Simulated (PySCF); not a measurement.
Compound: BCl2(OMe), CH₃BCl₂O.
Structure used (PBE0-D3(BJ)/def2-SVP), in Å, numbered top down from 1:
```
atom  x, y, z in Å
B1     0.321    1.042    0.690
Cl2    2.040    0.632    0.663
Cl3   -0.198    2.489    1.537
O4    -0.603    0.296    0.089
C5    -0.386   -0.898   -0.624
H6    -0.918   -0.832   -1.583
H7    -0.800   -1.740   -0.050
H8     0.684   -1.076   -0.807
```

Method used: delta-SCF UKS SCAN, pcX-2 on the ionised atom, pcseg-1 elsewhere, spin-free X2C in PySCF. Each 1s hole has a ground state of its own, since the core basis sits on the ionised atom alone.

```
ionised atom  basis functions  E(ground) (Eh)  binding energy (eV)
          B1              124     -1063.10455              199.083
          C5              124     -1063.10419              293.143
          O4              124     -1063.13110              539.646
         Cl2              135     -1063.27274             2829.172
```

Q: Fill in the total energy of each core-ionised state.

A: With binding energy = E(ionised) − E(ground) and 27.2114 eV a hartree:

```json
{"atom": "B1", "binding energy (Eh)": "7.3162", "E(ionised) (Eh)": "-1055.7884"}
{"atom": "C5", "binding energy (Eh)": "10.7728", "E(ionised) (Eh)": "-1052.3314"}
{"atom": "O4", "binding energy (Eh)": "19.8316", "E(ionised) (Eh)": "-1043.2995"}
{"atom": "Cl2", "binding energy (Eh)": "103.9702", "E(ionised) (Eh)": "-959.3026"}
```

Q: How much do the ground-state energies differ, and what would follow from using one of them for all holes?

A: They run from -1063.2727 Eh (core basis on Cl2) to -1063.1042 Eh (on C5), 0.1685 Eh or 4.59 eV apart, though the state is the same; only basis and grid differ. Pairing the ion of C5 with the ground state of Cl2 would put its binding energy 4.59 eV too high.

Only 1s holes are shown. One atom of each set of topologically equivalent atoms was ionised and stands for the set; in this conformer not all members are related by symmetry, and their own values weren't computed. Geometry: PBE0-D3(BJ)/def2-SVP, one conformer, isolated molecule.
